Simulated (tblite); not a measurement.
C2H11BNOP.
Cartesian coordinates in Å at the GFN2-xTB level; atoms count from 1:
```xyz
17
C2H11BNOP angstrom
C      2.6780   -0.2050   -0.6655
O      2.1407    0.2326    0.5665
C      0.8634    0.7817    0.4908
N     -0.1959   -0.2286    0.4023
B     -1.7147    0.3848    0.3000
P     -2.8567   -1.2299    0.2381
H      3.7077   -0.4895   -0.4622
H      2.1439   -1.0735   -1.0665
H      2.6611    0.5996   -1.4082
H      0.7097    1.3524    1.4108
H      0.7589    1.4541   -0.3723
H     -0.1725   -0.8350    1.2211
H     -0.0645   -0.8161   -0.4192
H     -1.7588    1.0366   -0.6913
H     -1.9061    0.9951    1.3006
H     -4.0685   -0.5755    0.2840
H     -2.9326   -1.3719   -1.1389
```

Calculated harmonic vibrations of the isolated species, GFN2-xTB (tblite), most abundant isotopes, no scaling. Errors from tens to a few hundred cm⁻¹ against measured bands are possible. Modes of hydrogen on boron and phosphorus can be 10 to 20 % off. One conformer, not necessarily the lowest.

Harmonic wavenumbers (cm⁻¹): 55.4, 69.8, 111.0, 115.4, 119.2, 202.0, 250.3, 377.8, 465.3, 587.8, 636.2, 665.0, 689.2, 762.9, 861.1, 909.2, 952.4, 1001.7, 1019.7, 1037.9, 1084.6, 1117.8, 1129.3, 1153.3, 1168.9, 1211.8, 1215.3, 1276.8, 1318.1, 1406.0, 1447.3, 1470.8, 1478.7, 1504.3, 2280.3, 2410.8, 2485.6, 2494.6, 2901.3, 2921.1, 2941.3, 2980.5, 3042.6, 3338.0, 3344.2.

A = 8084, B = 930.4, C = 881.7 MHz; mass 107.067 u (most abundant isotopes); point group C1, symmetry number 1.

Q: What is the zero-point energy?

A: ½Σν̃ = 30006 cm⁻¹ = 358.95 kJ/mol.

Q: Give the ideal-gas entropy at 500 K and 1 bar in the rigid-rotor, harmonic-oscillator model (classical rotation).

A: Translation 177.89, rotation 124.75, vibration 184.52: S = 487.2 J/(mol K).

Q: And Cp and H(500 K) − H(0)?

A: Cp = 207.78 J/(mol K), of which vibrations give 174.53 (their classical limit is 45 R = 374.2); H(500 K) − H(0) = 62.31 kJ/mol without the zero-point energy, 45.68 from vibrations.

Q: Blend soft modes into free rotors: weight 1/[1 + (100 cm⁻¹/ν̃)⁴] for the oscillator and the rest for a rotor with moment μB/(μ + B), μ = h/(8π²ν), B = 10⁻⁴⁴ kg m². What vibrational entropy results?

A: 168.66 J/(mol K) in place of 184.52, which changes −T·S at 500 K by +7.93 kJ/mol.

Q: What must be added to the electronic energy to get the Gibbs energy at 500 K and 1 bar?

A: ZPE + [H(500 K) − H(0)] − T·S = 358.95 + 62.31 − 243.58 = 177.68 kJ/mol.

Hindered rotation and anharmonicity are outside this model. Other conformers, if any are populated, would add a mixing term that is left out. The structure is chiral; the term R ln 2 for an equal mix with its mirror image is left out.
